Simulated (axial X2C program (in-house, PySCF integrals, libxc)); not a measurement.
The numbers below are computed, except where a source is named.
**RuSi: input and output**

Program: an in-house all-electron X2C program for linear molecules (integrals from PySCF).

The run was started with this input:
```json
{"zs": [44, 14], "q": 0, "bas": ["dyall-cv3z", "dyall-v3z"], "levels": ["PBE0", "HF", "r2SCAN0"], "cc": true, "r0": 2.41, "thr": -2.0, "nmax": 90, "npts": 10, "nst": 2, "ntry": 6}
```
```bash
python so2c.py task.json out
```

Keys: zs atomic numbers; q charge; bas basis sets; levels methods; cc coupled cluster on or off; r0 starting distance in Å; thr threshold in hartree for freezing inner shells (an s shell follows its p shell); nmax most natural virtual spinors; npts points on the curve; nst determinants followed; ntry starts of the search. HF also brings MP2.

Output of the r2SCAN0 step, scalar-relativistic, at R = 2.098 Å for the state M_S = 1, Λ = 2. It starts from PBE0 orbitals of this distance.

```
spin-free X2C-1e  r2SCAN0
basis functions 196  fitting functions 970  grid points 5077
iter        total energy     max residual
   1      -4820.422326360     6.58e-02
   2      -4820.424734407     1.88e-03
   3      -4820.424508274     5.16e-03
   4      -4820.424896817     1.62e-03
   5      -4820.424968895     8.90e-04
   6      -4820.425020457     7.04e-04
   7      -4820.425099124     9.29e-04
   8      -4820.425179262     2.39e-04
   9      -4820.425192396     9.10e-05
  10      -4820.425193843     6.88e-05
  11      -4820.425194063     2.15e-05
  12      -4820.425194103     9.09e-06
  13      -4820.425194133     6.49e-06
  14      -4820.425194138     1.96e-06
  15      -4820.425194138     7.24e-07
converged
one-electron -6959.71041440  Coulomb 2139.65203620  exact exchange -38.19527467  xc functional -117.54483103  nuclear repulsion 155.37328976
```
Energies are in hartree; totals compare only within one Hamiltonian and basis. The determinant is spin-polarised beyond a pure state at some levels (its spin-free form has ⟨S²⟩ too high), which makes Re and μ there less reliable.
